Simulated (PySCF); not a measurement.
Computed with PBE-D3(BJ)/def2-TZVP // ωB97X-D3(BJ)/def2-TZVP (PySCF 2.14.0). Isolated molecules, 0 K electronic values unless said otherwise. Excitations are Tamm–Dancoff values on a coarser integration grid. The basis has no diffuse functions, so Rydberg states are missing or too high.

Reference species (SMILES): `F/[SiH]=[SiH]\[SiH3]` (neutral, multiplicity 1).

- brightest of the four lowest singlets (TDA) = 4.23 eV
- LUMO = -2.81 eV

Changed species: `F/[SiH]=[SiH]/[SiH3]`.

### Question
Predict the effect on the brightest of the four lowest singlets (TDA) and LUMO.

### Answer
the brightest of the four lowest singlets (TDA) falls by 0.03 eV, to 4.20 eV; the LUMO decreases by 0.02 eV, to -2.83 eV.
